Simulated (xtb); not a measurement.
CH3Cd, doublet, at a GFN2-xTB geometry (such geometries of metal compounds can be far from the true shape) (the spin is typed, not shown lowest); xtb 6.7.1 with GFN1-xTB with GBSA(thf).

The xtb input:
```
$ xtb mol.xyz --gfn 1 --uhf 1 --gbsa thf --json

# file mol.xyz
5

Cd    -0.28454196    -0.18019620    -0.22455766
C      1.43785842     0.91057443     1.13474344
H      2.00020119     0.13796806     1.65532392
H      0.94346545     1.57074460     1.84460609
H      2.08719670     1.47725855     0.47037687
```

Q: Write the output that xtb gives for this input, abridged.

A: 
```
   ID    Z sym.   atoms
    1   48 Cd     1
    2    6 C      2
    3    1 H      3-5

           -------------------------------------------------
          |                Calculation Setup                |
           -------------------------------------------------

           -------------------------------------------------
          |                 G F N 1 - x T B                 |
           -------------------------------------------------

      * Solvation model:               GBSA
        Solvent                        thf
        Parameter file                 internal GFN1-xTB/GBSA
        Dielectric constant                1.0000E+01
        Reference state                gsolv [1 M gas/solution]
        Free energy shift                  2.8487E-03 Eh       1.7876E+00 kcal/mol
        Temperature                        2.9815E+02 K
        Density                            8.8300E-01 kg/L
        Solvent mass                       7.2106E+01 g/mol
        Interaction kernel             Still
        Born radius scaling (c1)           1.6158E+00
        Born radii integrator          GBOBC
        Born offset                        0.0000E+00 a0       0.0000E+00 AA
        H-bond correction              true
        Ion screening                  false
        Surface tension                    1.0000E-05 Eh       1.5569E+01 dyn/cm
        Grid points                               230 per atom

          ...................................................
          :                      SETUP                      :
          :.................................................:
          :  # basis functions                  14          :
          :  # atomic orbitals                  14          :
          :  # shells                           10          :
          :  # electrons                         9          :
          :  # halogen bonds                     0          :
          :  max. iterations                   250          :
          :  Hamiltonian                  GFN1-xTB          :
          :  restarted?                      false          :
          :  GBSA solvation                   true          :
          :  PC potential                    false          :
          :  electronic temp.          300.0000000     K    :
          :  accuracy                    1.0000000          :
          :  -> integral cutoff          0.2500000E+02      :
          :  -> integral neglect         0.1000000E-07      :
          :  -> SCF convergence          0.1000000E-05 Eh   :
          :  -> wf. convergence          0.2000000E-04 e    :
          :  Broyden damping             0.4000000          :
          :  net charge                          0          :
          :  unpaired electrons                  1          :
          ...................................................

 iter      E             dE          RMSdq      gap      omega  full diag
   1     -4.5717479 -0.457175E+01  0.653E+00    4.38       0.0  T
   2     -4.5790192 -0.727129E-02  0.402E+00    4.95       1.0  T
   3     -4.5791176 -0.984160E-04  0.726E-01    5.35       1.0  T
   4     -4.5797086 -0.591006E-03  0.256E-01    5.08       1.0  T
   5     -4.5798106 -0.101970E-03  0.102E-02    5.16       4.4  T
   6     -4.5798107 -0.141882E-06  0.137E-03    5.16      32.8  T
   7     -4.5798107  0.487530E-09  0.719E-04    5.16      62.2  T
   8     -4.5798107 -0.593309E-09  0.917E-05    5.16     487.6  T
   9     -4.5798107 -0.104006E-10  0.360E-09    5.16  100000.0  T

   *** convergence criteria satisfied after 9 iterations ***

         :::::::::::::::::::::::::::::::::::::::::::::::::::::
         ::                     SUMMARY                     ::
         :::::::::::::::::::::::::::::::::::::::::::::::::::::
         :: total energy              -4.529944238317 Eh    ::
         :: total w/o Gsasa/hb        -4.525599791176 Eh    ::
         :: gradient norm              0.028627757606 Eh/a0 ::
         :: HOMO-LUMO gap              5.160648687413 eV    ::
         ::.................................................::
         :: SCC energy                -4.579810733902 Eh    ::
         :: -> electrostatic           0.001453268362 Eh    ::
         :: -> Gsolv                  -0.004666303672 Eh    ::
         ::    -> Gelec               -0.000321856530 Eh    ::
         ::    -> Gsasa               -0.006989873696 Eh    ::
         ::    -> Ghb                 -0.000203282355 Eh    ::
         ::    -> Gshift               0.002848708909 Eh    ::
         :: repulsion energy           0.050929381898 Eh    ::
         :: dispersion energy         -0.001062886312 Eh    ::
         :: halogen bond corr.         0.000000000000 Eh    ::
         :: add. restraining           0.000000000000 Eh    ::
         :: total charge               0.000000000000 e     ::
         :::::::::::::::::::::::::::::::::::::::::::::::::::::

           -------------------------------------------------
          |                Property Printout                |
           -------------------------------------------------

    * Orbital Energies and Occupations

         #    Occupation            Energy/Eh            Energy/eV
      -------------------------------------------------------------
         1        2.0000           -0.5979474             -16.2710
         2        2.0000           -0.4971644             -13.5285
         3        2.0000           -0.4971641             -13.5285
         4        2.0000           -0.4601005             -12.5200
         5        1.0000           -0.3272674              -8.9054 (HOMO)
         6                         -0.1376170              -3.7448 (LUMO)
         7                         -0.1376170              -3.7447
         8                         -0.1167215              -3.1762
         9                         -0.0253062              -0.6886
        10                         -0.0253056              -0.6886
        11                          0.0834641               2.2712
        12                          0.2951500               8.0314
        13                          0.2951504               8.0315
        14                          0.4534444              12.3388
      -------------------------------------------------------------
                  HL-Gap            0.1896503 Eh            5.1606 eV
             Fermi-level           -0.3130631 Eh           -8.5189 eV

  Mulliken/CM5 charges         n(s)   n(p)   n(d)
     1Cd    0.10440  0.12486   1.744  0.151  0.000
     2C    -0.19065 -0.35583   1.051  3.140  0.000
     3H     0.02875  0.07699   0.971  0.000  0.000
     4H     0.02875  0.07699   0.971  0.000  0.000
     5H     0.02875  0.07699   0.971  0.000  0.000

Wiberg/Mayer (AO) data.
largest (>0.10) Wiberg bond orders for each atom

 ---------------------------------------------------------------------------
     #   Z sym  total        # sym  WBO       # sym  WBO       # sym  WBO
 ---------------------------------------------------------------------------
     1  48 Cd   0.619 --     2 C    0.550
     2   6 C    3.497 --     3 H    0.982     4 H    0.982     5 H    0.982
                             1 Cd   0.550
     3   1 H    1.008 --     2 C    0.982
     4   1 H    1.008 --     2 C    0.982
     5   1 H    1.008 --     2 C    0.982
 ---------------------------------------------------------------------------

Topologies differ in total number of bonds
Writing topology from bond orders to xtbtopo.mol

 dipole moment from electron density (au)
     X       Y       Z
  -0.1427  -0.0903  -0.1126  total (Debye):    0.516

           -------------------------------------------------
          | TOTAL ENERGY               -4.529944238317 Eh   |
          | GRADIENT NORM               0.028627757606 Eh/α |
          | HOMO-LUMO GAP               5.160648687413 eV   |
           -------------------------------------------------

normal termination of xtb
```
